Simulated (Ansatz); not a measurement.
Computed with Ansatz on PBE0-D4/def2-TZVP structures; ΔE is electronic, products minus reactants. CCSD(T)/CBS is the MP2 limit (def2-TZVPP, def2-QZVPP) plus CCSD(T) − MP2 in def2-TZVPP, frozen cores. This one scheme is used for every species. DFT in def2-TZVPP. For Ge outer-core shells are correlated without core-valence functions, which leaves a few kJ/mol of doubt a bond. Scalar relativity is left out up to krypton. One conformer a species, not always the lowest.

Reaction (redistribution): `C=CN[SiH3]` + `C[BH][GeH2][F]` → `C=CN[SiH2]C` + `[BH2][GeH2][F]`

(1) Is it downhill or uphill in electronic energy at CCSD(T)/CBS, and by how much? (An estimate is asked.)

(2) What do these levels give: PBE0-D4, ωB97X-V, ωB97M-V, B2PLYP, MP2/def2-TZVPP, SCS-MP2/def2-TZVPP, CCSD/def2-TZVPP, CCSD(T)/def2-TZVPP, SCS-MP2/def2-QZVPP, HF/CBS(def2), MP2/CBS(def2), CCSD/CBS(def2)? (Estimate.)

Largest T1 diagnostic among the species: 0.012.

Results:

(1) Computed: Uphill: ΔE = +5.7 kJ/mol.

(2) Computed: PBE0-D4 9.9, ωB97X-V 7.0, ωB97M-V 7.1, B2PLYP 8.1, MP2/def2-TZVPP 5.4, SCS-MP2/def2-TZVPP 5.1, CCSD/def2-TZVPP 5.6, CCSD(T)/def2-TZVPP 5.9, SCS-MP2/def2-QZVPP 4.9, HF/CBS(def2) 3.6, MP2/CBS(def2) 5.1, CCSD/CBS(def2) 5.3 kJ/mol.
